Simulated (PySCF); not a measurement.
[C4H2F2O2]+: g tensor and hyperfine couplings

Compound: C4H2F2O2 (charge +1 and doublet state).
Atom-mapped SMILES: `[OH:1][C:2]1=[C:3]([F:4])[CH:5][C+:6]([F:7])[O:8]1` (hydrogens: H9 on O1; H10 on C5)

Cartesian coordinates in Å at the GFN2-xTB level; atoms count from 1:
```xyz
10
C4H2F2O2 angstrom
O      2.199    0.231   -0.136
C      0.933    0.144   -0.071
C      0.124   -1.014    0.209
F      0.600   -2.196    0.440
C     -1.210   -0.607    0.176
C     -1.156    0.743   -0.116
F     -2.088    1.607   -0.268
O      0.115    1.190   -0.262
H      2.581    1.113   -0.335
H     -2.089   -1.206    0.341
```

The hyperfine couplings belong to this conformer and change with its torsions.

Theory: PySCF, UKS B3LYP, pcH-1 on C F H O, non-relativistic, mean-field spin-orbit, GIAO. Geometry: GFN2-xTB, one conformer, isolated ion. Couplings are sensitive to structure, and on GFN2-xTB geometries they can be far from those on DFT ones, by a factor of two or more for some ions and for spin on atoms past the first row. No stability test was run, so a lower SCF solution isn't excluded.

```json
{
 "g1, g2, g3": "2.00197, 2.00388, 2.00533",
 "g_iso": "2.00373",
 "Form of g": "rhombic: the two nearest values differ by 43 % of g3 − g1",
 "⟨S²⟩": "0.7587 (exact 0.7500)",
 "Total energy": "-503.42054 Eh",
 "Basis functions": "220"
}
```

Isotropic coupling and dipolar principal values T1 to T3, in mT; ρ(0) is the spin density at the nucleus (MHz turned into mT with g_iso):

```
atom  isotope  a_iso     T1     T2     T3  Mulliken spin population  ρ(0) (bohr⁻³)
  O1      17O  -0.65  -2.15   1.04   1.11                      0.15         0.0302
  C2      13C   0.64  -1.21  -1.11   2.31                      0.31         0.0160
  C3      13C   0.32  -0.85  -0.75   1.60                      0.22         0.0079
  F4      19F   1.91  -4.19  -3.94   8.13                      0.04         0.0127
  C5      13C  -0.75  -0.14   0.05   0.10                     -0.06        -0.0188
  C6      13C   1.35  -1.34  -1.27   2.62                      0.34         0.0338
  F7      19F   2.96  -5.89  -5.21  11.10                      0.05         0.0197
  O8      17O   0.23  -0.12  -0.11   0.23                     -0.05        -0.0107
  H9       1H  -0.47  -0.46  -0.23   0.69                      0.00        -0.0029
 H10       1H   0.01  -0.11  -0.05   0.16                      0.00         0.0001
```

The Mulliken spin populations are largest on C6 (+0.34), C2 (+0.31), C3 (+0.22) and O1 (+0.15).

C5, the radical centre as drawn in `OC1=C(F)[CH][C+](F)O1`, holds a spin population of -0.06 out of 1.

Axes: g1 is normal to the molecular plane, g2 points within 9° of the C6–F7 bond and g3 points within 1° of the C2–C3 bond.

Under fast tumbling the dipolar parts average out, and these isotropic splittings remain: 1 × 19F (F7, I = 1/2, 2 lines) with 2.96 mT, 1 × 19F (F4, I = 1/2, 2 lines) with 1.91 mT and 1 × 1H (H9, I = 1/2, 2 lines) with 0.47 mT.

The 17O coupling of O1 (-18.3 MHz) shows only in satellite lines or after enrichment, since that isotope makes up about 0.038 % of natural oxygen.

The 13C coupling of C6 (38.0 MHz) shows only in satellite lines or after enrichment, since that isotope makes up about 1.07 % of natural carbon.

β density exceeds α density at some nuclei, such as C5 (-0.0188), O8 (-0.0107) and H9 (-0.0029), spin density in bohr⁻³. In a single determinant that takes different orbitals for the two spins, that is spin polarisation.

The run took 83 s of wall time (with the writing of density and orbital grids) on AMD EPYC, one thread, on a shared host, and the process peaked at 0.86 GiB of memory.
